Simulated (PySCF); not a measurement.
CH5FOSi.
InChI=1S/CH5FOSi/c1-3-4-2/h4H2,1H3

Torsions of this conformer, `[CH3:1][O:2][SiH2:3][F:4]`: C1–O2–Si3–F4 71°.

The closed-shell ground state was solved at several levels (PySCF, density fitting, gas phase, non-relativistic). The structure is a single PBE0-D3(BJ)/def2-SVP conformer in the gas phase; no vibrational or solvent corrections.

```json
{"level": "PBE0/6-31G*", "basis functions": "70", "HOMO (eV)": "-8.51", "LUMO (eV)": "1.23", "gap (eV)": "9.74", "dipole (D)": "1.59"}
{"level": "PBE0/IGLO-III", "basis functions": "199", "HOMO (eV)": "-8.73", "LUMO (eV)": "0.67", "gap (eV)": "9.40", "dipole (D)": "1.58"}
{"level": "LC-wPBE/def2-SVPD", "basis functions": "130", "HOMO (eV)": "-11.60", "LUMO (eV)": "2.25", "gap (eV)": "13.85", "dipole (D)": "1.69"}
{"level": "PBE0/def2-TZVP", "basis functions": "160", "HOMO (eV)": "-8.73", "LUMO (eV)": "0.68", "gap (eV)": "9.41", "dipole (D)": "1.58"}
{"level": "PBE0/def2-SVP", "basis functions": "85", "HOMO (eV)": "-8.61", "LUMO (eV)": "1.34", "gap (eV)": "9.95", "dipole (D)": "1.62"}
{"level": "PBE/pcSseg-2", "basis functions": "221", "HOMO (eV)": "-7.20", "LUMO (eV)": "-0.35", "gap (eV)": "6.85", "dipole (D)": "1.57"}
{"level": "PBE0/pcSseg-1", "basis functions": "100", "HOMO (eV)": "-8.72", "LUMO (eV)": "1.03", "gap (eV)": "9.75", "dipole (D)": "1.72"}
{"level": "CAM-B3LYP/def2-SVPD", "basis functions": "130", "HOMO (eV)": "-10.25", "LUMO (eV)": "1.17", "gap (eV)": "11.42", "dipole (D)": "1.69"}
{"level": "PBE0/def2-TZVPD", "basis functions": "205", "HOMO (eV)": "-8.76", "LUMO (eV)": "0.20", "gap (eV)": "8.96", "dipole (D)": "1.58"}
```

(1) What might PBE0/aug-cc-pVDZ (141 basis functions) give for the same quantities?

(2) Over all these levels, which gives the widest orbital gap and which the narrowest?

(3) How much does the basis alone move the frontier levels among the 7 PBE0 rows (the withheld one included)?

(4) How far do the dipole and the HOMO energy spread over the levels?

Results:

(1) HOMO -8.70 eV, LUMO -0.04 eV, gap 8.66 eV, dipole 1.60 D.

(2) LC-wPBE/def2-SVPD (range-separated hybrid) has the widest, 13.85 eV, and PBE/pcSseg-2 (GGA) the narrowest, 6.85 eV. Functional and basis both differ between the two, so the spread mixes both effects.

(3) The HOMO by 0.25 eV and the LUMO by 1.38 eV. By rising basis size (HOMO, LUMO in eV): 6-31G* -8.51, 1.23; def2-SVP -8.61, 1.34; pcSseg-1 -8.72, 1.03; aug-cc-pVDZ -8.70, -0.04; def2-TZVP -8.73, 0.68; IGLO-III -8.73, 0.67; def2-TZVPD -8.76, 0.20.

(4) The dipole runs from 1.57 to 1.72 D (mean 1.62 D) and the HOMO from -11.60 to -7.20 eV.
